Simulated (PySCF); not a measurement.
Compound: C6H6B2F2.
SMILES: `Bc1ccc(cc1)B(F)F`

All values: wB97X-D/def2-SVPD (PySCF, non-relativistic), on one gas-phase PBE0-D3(BJ)/def2-SVP geometry that isn't relaxed in the solvent. The solvent is an IEF-PCM continuum (Bondi radii, 1.10 Å for H, scaled by 1.2), and excitations are vertical TDDFT with non-equilibrium linear response and a frozen core. Only the electrostatic response of the medium enters.

```tsv
run	E − E(gas) (kcal/mol)	HOMO (eV)	HOMO–LUMO gap (eV)	dipole (D)	lowest singlet (eV)	static polarisability (au)
gas	0.00	-9.64	8.67	0.87	4.50	98.5
P	-2.71	-9.47	8.63	0.96	4.45	136.5
Q	-2.55	-9.48	8.63	0.96	4.45	133.7
```

**Question.** The runs were made in acetone and water. Which run belongs to which solvent?

**Answer.** P = water, Q = acetone. The dielectric constants are 20.49 (acetone), 78.36 (water), and the energy falls further as ε rises. The optical constants n² used for the excitations are 1.85, 1.78 in the same order. In this model the ground state sees the solvent through ε alone.

**Question.** How constant is the ratio of the lowering to (ε − 1)/(2ε + 1)?

**Answer.** 
```
solvent  (ε − 1)/(2ε + 1)  E − E(gas) (kcal/mol)  ratio (kcal/mol)  polarisation term (kcal/mol)
acetone             0.464                  -2.55              -5.5                         -2.78
  water             0.490                  -2.71              -5.5                         -2.97
```

The ratio changes by +0.6 % in size from acetone to water. The polarisation term is half the interaction of the solute with the induced surface charges.

The values belong to the conformer `[BH2:1][c:2]1[cH:3][cH:4][c:5]([B:6]([F:7])[F:8])[cH:9][cH:10]1`: C4–C5–B6–F7 1°.

wB97X-D is run here without its empirical dispersion term; that term would change no orbital, density or response property at a fixed geometry.
